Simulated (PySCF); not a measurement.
Electronic structure of S (sulfur, neutral) at the BHandHLYP level

Configuration: [Ne] 3s1 3p4 3d1, one real determinant (an excited configuration). Calculation: PySCF 2.14, in aug-cc-pwCVTZ (8s7p5d3f, 75 functions); the non-relativistic Hamiltonian (point nucleus).

- Total energy: -397.4193 hartree
- One-electron energy: -546.5916 hartree
- Hartree (Coulomb) energy: 174.7203 hartree
- Exchange-correlation energy: -25.5480 hartree
- Kinetic energy: 396.92461 hartree
- ⟨S²⟩: 6.0066
- ⟨L²⟩: 8.024
- Sum of ⟨r⟩: 16.43 bohr
- Sum of ⟨r²⟩: 35.11 bohr²
- Traceless quadrupole moment −½Σ⟨3z² − r²⟩ along its main axis: 1.54 e·bohr²
- Density at the nucleus (Gaussians lack the cusp): 2620 bohr⁻³
- Spin density at the nucleus: 9.58 bohr⁻³
- Langevin diamagnetic susceptibility: -27.8 ×10⁻⁶ cm³/mol

```tsv
shell	electrons	mean orbital energy (eV)	spread (eV)	rms radius, mean of both spins (bohr)
1s α	1	-2457.2	0	0.113
1s β	1	-2456.3	0	0.113
2s α	1	-233.00	0	0.522
2s β	1	-231.88	0	0.522
2p α	3	-174.81	0.448	0.493
2p β	3	-173.69	0.266	0.493
3s α	1	-26.343	0	1.77
3p α	3	-13.588	1.391	2.12
3p β	1	-9.888	0	2.12
3d α	1	-0.142	0	3.45
```

⟨L²⟩ = 8.02 against 12 for a pure F term, so this real determinant mixes terms. The outer electron is Rydberg-like, and this basis confines it to a smaller radius and binds it less than a complete one would.
